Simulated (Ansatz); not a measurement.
Mulliken charges of CH₆GeOSn, SMILES `[SnH3][GeH]1[CH2][O]1` from ωB97M-V/def2-TZVPP in Ansatz (PBE0-D4/def2-TZVP geometry).

```tsv
atom	x (Å)	y (Å)	z (Å)	charge (e)
Sn1	-1.281	1.090	-0.997	0.301
Ge2	-0.213	-0.773	0.438	0.182
C3	1.598	-0.635	1.044	-0.088
O4	1.454	-1.196	-0.243	-0.424
H5	-1.702	0.481	-2.532	-0.069
H6	-2.682	1.686	-0.228	-0.075
H7	-0.136	2.339	-1.154	-0.068
H8	-0.968	-2.067	0.776	0.024
H9	1.941	-1.323	1.818	0.112
H10	2.074	0.346	1.080	0.104
```

By hand: the dipole of these point charges (1 e Å = 4.8032 D).

Σ q r = (-0.444, 0.270, 0.396) e Å, of length 0.653 e Å = 3.14 D.

How does the dipole of the full density compare? (Best estimate.)

Computed: (-0.359, 0.238, 0.213) e Å, 2.31 D; the point charges give 1.36 times that, at 11° from its direction.

Point charges leave out the atoms' own dipoles, such as those of lone pairs, and Mulliken's split depends on the basis, so the two needn't agree.
